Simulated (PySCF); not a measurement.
Trend along the second period: MIn anions

PBE0 with double-zeta basis sets in PySCF, for the lowest determinant that a PBE0 search found; no spin–orbit coupling. De refers to high-spin ground-configuration atoms (the charge goes to the atom of lower measured ionisation energy or higher electron affinity, which is not always the lowest computed limit). A positive dipole points towards In; it is taken about the centre of mass and depends on that origin.

| M | basis | charged atom | state (unpaired electrons) | Re (Å) | ωe (cm⁻¹) | De (eV) | μ (D) |
| --- | --- | --- | --- | --- | --- | --- | --- |
| Be | aug-cc-pVDZ/aug-cc-pVDZ-PP | In− | triplet (π ↑↑) | 2.444 | 367 | 1.26 | 4.24 |
| B | aug-cc-pVDZ-PP/aug-cc-pVDZ | In− | quartet (σ ↑, π ↑↑) | 2.266 | 459 | 2.78 | 4.59 |
| N | aug-cc-pVDZ-PP/aug-cc-pVDZ | In− | doublet (π ↑) | 2.066 | 529 | 2.47 | 3.94 |
| O | aug-cc-pVDZ-PP/aug-cc-pVDZ | O− | singlet (closed shell) | 1.934 | 681 | 4.07 | 4.42 |
| F | aug-cc-pVDZ-PP/aug-cc-pVDZ | F− | doublet (π ↑) | 2.086 | 421 | 2.35 | 1.65 |

The shortest bond is that of InO⁻ (1.934 Å), the longest that of BeIn⁻ (2.444 Å). InO⁻ is bound most strongly (4.07 eV) and BeIn⁻ least (1.26 eV).

The state changes along the series, so neighbouring rows are not always alike in their bonding.

These are scalar-relativistic numbers at best; spin–orbit coupling would shift them, the dissociation energy most. For an ion De counts to the pair picked by the measured ionisation energies or electron affinities, which need not be the lowest pair at this level. The highest Kohn–Sham level is positive in some of these anions. Much of that is self-interaction error, but it also means that the finite basis helps to hold the extra electron. States were picked by a PBE0 search and need not be the measured ground states.
